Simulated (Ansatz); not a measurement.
Compare A (`F[CH]([GeH3])Br`) with its isomer B (`[CH3][GeH]([F])[Br]`).

Isolated molecules relaxed with PBE0-D4/def2-TZVP in Ansatz; ΔE leaves out vibrations. CCSD(T)/CBS adds triple-zeta CCSD(T) − MP2 to the extrapolated MP2 energy (def2 sets, frozen cores). DFT in def2-TZVPP. B3LYP here is the variant with VWN-RPA as its local correlation; programs differ in this. For Br, Ge outer-core shells are correlated without core-valence functions, which leaves a few kJ/mol of doubt a bond. Scalar relativity is left out up to krypton.

A:

```xyz
8

F     0.7182    1.6856   -0.6804
C     0.1503    0.4572   -0.8485
Ge    0.0297   -0.5099    0.8806
Br   -1.6315    0.6715   -1.6064
H     0.7153   -0.0796   -1.6112
H    -0.8886    0.2939    1.8042
H     1.4471   -0.6148    1.4649
H    -0.5405   -1.9040    0.5968
```

B:

Z-matrix (Å, degrees):
```
C
Ge 1 1.928
H 1 1.090 2 109.9
H 1 1.090 2 109.1 3 119.8
H 1 1.091 2 109.5 3 -120.4
F 2 1.736 1 107.4 3 -177.7
Br 2 2.297 1 110.2 3 -62.7
H 2 1.532 1 118.1 3 62.4
```

Q: Which isomer does CCSD(T)/CBS put lower? Give the gap. (Estimate.)

A: The calculation gave: B, by 76.5 kcal/mol.

Q: Give E(B) − E(A) in kcal/mol with CCSD/def2-TZVPP, B3LYP-D4, ωB97M-V, B2PLYP, r2SCAN-D4, HF/def2-TZVPP, B3LYP. (An estimate is asked.)

A: The calculation gave: CCSD/def2-TZVPP -77.1, B3LYP-D4 -75.0, ωB97M-V -75.9, B2PLYP -77.0, r2SCAN-D4 -76.0, HF/def2-TZVPP -81.6, B3LYP -75.2. None reverses the order clearly.

Largest T1 diagnostic: 0.011.

In def2-TZVPP, CCSD(T) changes the Hartree–Fock value by +5.5 kcal/mol (the triples alone add +0.9 kcal/mol) and MP2 by +2.1 kcal/mol. From PBE to PBE0 (25 % exact exchange), in def2-TZVPP and without D4, E(B) − E(A) moves by −3.0 kcal/mol.
